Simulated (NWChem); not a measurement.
System: C$_{3}$H$_{7}$NS; SMILES S1CN(C)C1

```xyz
12

C     -0.1678    -2.1174     0.0000
N      0.3601    -0.7841     0.0000
C      0.0200     0.0916    -1.1031
S     -0.0242     1.5580     0.0000
C      0.0200     0.0916     1.1031
H      0.1916    -2.6632    -0.8864
H      0.1916    -2.6632     0.8864
H     -1.2810    -2.1553     0.0000
H      0.7760     0.1479    -1.9049
H     -0.9742    -0.1101    -1.5553
H     -0.9742    -0.1101     1.5553
H      0.7760     0.1479     1.9049
```
Atoms are numbered in this order, from 1.

The geometry was optimised at PBE0/def2-SVP. No frequency run checked for a minimum.

Give the principal values of the shielding tensors (ppm) of C1, N2, C3, S4 from PBE0/pcSseg-1, GIAO (NWChem), with their diamagnetic and paramagnetic parts as GIAO splits them.


```csv
atom,σ11,σ22,σ33,isotropic,diamagnetic,paramagnetic
C1,113.4,124.0,185.5,141.0,248.5,-107.6
N2,145.4,264.0,275.2,228.2,323.0,-94.8
C3,96.8,106.7,161.8,121.8,247.7,-126.0
S4,226.3,456.3,906.3,529.6,1054.5,-524.8
```
